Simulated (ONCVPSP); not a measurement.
## u(r) = r·R(r): atom against pseudo-atom (B (Z = 5))

Columns: radius, all-electron u(r) and pseudo u(r) of the 2s shell (level -9.69 eV) of boron in the configuration [He] 2s1.5 2p1.5; PBE, scalar-relativistic, ONCV scheme, ONCVPSP 4.0.1.

```json
{"r (bohr)": "0.175", "all-electron": "-0.3075", "pseudo": "0.0961"}
{"r (bohr)": "0.350", "all-electron": "-0.1559", "pseudo": "0.1973"}
{"r (bohr)": "0.525", "all-electron": "0.0931", "pseudo": "0.2980"}
{"r (bohr)": "0.700", "all-electron": "0.3223", "pseudo": "0.4035"}
{"r (bohr)": "0.875", "all-electron": "0.4996", "pseudo": "0.5062"}
{"r (bohr)": "1.050", "all-electron": "0.6231", "pseudo": "0.5957"}
{"r (bohr)": "1.225", "all-electron": "0.6978", "pseudo": "0.6770"}
{"r (bohr)": "1.400", "all-electron": "0.7324", "pseudo": "0.7289"}
{"r (bohr)": "1.575", "all-electron": "0.7366", "pseudo": "0.7365"}
{"r (bohr)": "1.750", "all-electron": "0.7187", "pseudo": "0.7187"}
{"r (bohr)": "1.925", "all-electron": "0.6860", "pseudo": "0.6860"}
{"r (bohr)": "2.100", "all-electron": "0.6440", "pseudo": "0.6439"}
{"r (bohr)": "2.275", "all-electron": "0.5967", "pseudo": "0.5967"}
{"r (bohr)": "2.450", "all-electron": "0.5472", "pseudo": "0.5472"}
{"r (bohr)": "2.625", "all-electron": "0.4977", "pseudo": "0.4977"}
{"r (bohr)": "2.800", "all-electron": "0.4497", "pseudo": "0.4497"}
{"r (bohr)": "2.975", "all-electron": "0.4041", "pseudo": "0.4041"}
{"r (bohr)": "3.150", "all-electron": "0.3615", "pseudo": "0.3615"}
{"r (bohr)": "3.325", "all-electron": "0.3221", "pseudo": "0.3221"}
{"r (bohr)": "3.500", "all-electron": "0.2861", "pseudo": "0.2861"}
{"r (bohr)": "3.675", "all-electron": "0.2535", "pseudo": "0.2535"}
{"r (bohr)": "3.850", "all-electron": "0.2241", "pseudo": "0.2241"}
{"r (bohr)": "4.025", "all-electron": "0.1977", "pseudo": "0.1977"}
{"r (bohr)": "4.200", "all-electron": "0.1741", "pseudo": "0.1741"}
{"r (bohr)": "4.375", "all-electron": "0.1531", "pseudo": "0.1531"}
{"r (bohr)": "4.550", "all-electron": "0.1345", "pseudo": "0.1345"}
```

Problem. How many radial nodes do the two functions have?

Solution. The all-electron 2s function has n − l − 1 = 1; the pseudo-wave has 0, since the states of the same l below it are removed with the core.

Problem. At about which radius was the pseudo-wave matched?

Solution. 1.60 bohr, where the columns begin to agree (steps of 0.17 bohr).

Problem. Is the pseudo-wave norm-conserving?

Solution. Yes: the ONCV scheme keeps the norm inside the radius equal to the all-electron one, which fixes the energy derivative of the logarithmic derivative at the level.
